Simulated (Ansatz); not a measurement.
`C#[C][Ge]([F])([F])[Cl]` + H₂S → `C#CS` + `[F][GeH]([F])[Cl]` at 500 K and 1 bar (substitution at a C–Ge bond).

Isolated molecules relaxed with PBE0-D4/def2-TZVP in Ansatz; ΔE leaves out vibrations. CCSD(T)/CBS is the MP2 limit (def2-TZVPP, def2-QZVPP) plus CCSD(T) − MP2 in def2-TZVPP, frozen cores. This one scheme is used for every species. For Ge outer-core shells are correlated without core-valence functions, which leaves a few kJ/mol of doubt a bond. Scalar relativity is left out up to krypton. Each species was taken in one conformer, which may not be the lowest.

```csv
species,CCSD(T)/CBS energy (Eh),H − E (kJ/mol),S (J/(mol·K))
`C#[C][Ge]([F])([F])[Cl]`,-2812.23968,113.0,427.4
H₂S,-398.97279,57.0,224.0
`C#CS`,-475.00020,98.3,297.2
`[F][GeH]([F])[Cl]`,-2736.19042,70.0,357.9
```

H − E and S are ideal-gas, rigid-rotor, harmonic terms from PBE0-D4/def2-TZVP, for one conformer and one mirror image of each species. 1 Eh = 2625.50 kJ/mol, R = 8.31446 J/(mol·K).

By hand: ΔE, ΔH, ΔS and ΔG.

ΔE = (-475.00020) + (-2736.19042) − (-2812.23968) − (-398.97279) = 0.02185 Eh = 57.4 kJ/mol. Δ(H − E) = 98.3 + 70.0 − 113.0 − 57.0 = -1.7, so ΔH = 55.7 kJ/mol. ΔS = 297.2 + 357.9 − 427.4 − 224.0 = 3.7 J/(mol·K). ΔG = 55.7 − 500 × (3.7)/1000 = 53.9 kJ/mol.

By hand: the equilibrium constant, and the temperature at which ΔG would vanish if ΔH and ΔS stayed fixed.

log₁₀ K = −ΔG/(RT ln 10) = -5.6. ΔG = 0 at ΔH/ΔS = 15054 K, far beyond where these terms or the molecules hold.

The number of gas molecules stays the same, so ΔS is small and ΔH decides. A doubt of 5 kJ/mol in ΔE shifts log₁₀ K by 0.5 here. Other conformers and mirror images would add mixing entropy, several J/(mol·K) or more a flexible species. These are equilibria of isolated gas molecules and say nothing of rates. Largest T1 diagnostic: 0.013 (customary marks: 0.02 for closed shells, 0.045 for open ones).
